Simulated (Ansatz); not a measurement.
## Redistribution: C3H5F3 + C2F3I → C2H2F3I + C3H3F3

Gas-phase species: C3H5F3 (1,1,1-trifluoropropane) `CCC(F)(F)F`, singlet; C2F3I (trifluoroiodoethylene) `FC(F)=C(F)I`, singlet; C2H2F3I (1,1,1-trifluoro-2-iodoethane) `FC(F)(F)CI`, singlet; C3H3F3 `CC(F)=C(F)F`, singlet. The partners trade CH3 for I; both sit on C, so the bond types are kept.

Shapes, held fixed at every level: PBE0-D4/def2-TZVP. Programs: Ansatz 0.2.0. The zero-point and thermal change to 298 K, harmonic and unscaled (PBE0-D4/def2-TZVP), is -1.0 kJ/mol.

| level | kind | ΔH(298 K) (kJ/mol) | less CCSD(T)/def2-TZVPP |
| --- | --- | --- | --- |
| SPW92/def2-TZVPP | LDA | -17.7 | +5.0 |
| PBE-D4/def2-TZVPP | GGA | -18.0 | +4.7 |
| PBE0-D4/def2-TZVPP | global hybrid | -21.5 | +1.2 |
| r2SCAN0-D4/def2-TZVPP | global hybrid | -22.9 | -0.2 |
| B2PLYP/def2-TZVPP | double hybrid | -22.1 | +0.6 |
| CCSD(T)/def2-SVP | coupled cluster or CI | -20.8 | +1.9 |
| CCSD/def2-SVP | coupled cluster or CI | -22.4 | +0.3 |
| CCSD(T)/def2-TZVPP | coupled cluster or CI | -22.7 | 0.0 |

The highest level, CCSD(T)/def2-TZVPP, gives ΔH(298 K) = -22.7 kJ/mol; the levels span -22.9 to -17.7. The column of differences is taken from that level and isn't an error. No measured value is set beside it here. For atoms past krypton def2 sets carry core potentials with scalar relativity. Outer-core shells of I are correlated, in sets that cover them unevenly.
